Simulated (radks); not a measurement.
The numbers below are computed, except where a source is named.
Coulomb parameter of the 4f shell of the gadolinium ion Gd3+ in the model configuration [Xe] 4f6 6p1, as a second difference U = [E(n + 0.5) + E(n - 0.5) - 2 E(n)] / (0.5)^2 with all orbitals relaxed. "Bare": the charge of the atom changes with n. "Screened": the 6p shell takes up the change at fixed total charge, which measures U(4f,4f) + U(6p,6p) - 2 U(4f,6p). Level of theory: scalar-relativistic Kohn-Sham, r2SCAN, spin-unpolarised, spherical densities, finite nucleus; meta-GGA in the generalised Kohn-Sham scheme; Fermi nuclear charge, rms radius 5.1569 fm (a radial shooting solver on a logarithmic mesh with Libxc functionals).

case,configuration,E - E(n) (eV)
start,[Xe] 4f6 6p1,0.000
bare +0.5,[Xe] 4f6.5 6p1,-20.080
bare -0.5,[Xe] 4f5.5 6p1,25.107
screened +0.5,[Xe] 4f6.5 6p0.5,-11.641
screened -0.5,[Xe] 4f5.5 6p1.5,14.035

U(bare) = 20.109 eV, U(screened by 6p) = 9.576 eV, against the Slater integral F0(4f,4f) = 31.311 eV with frozen orbitals.
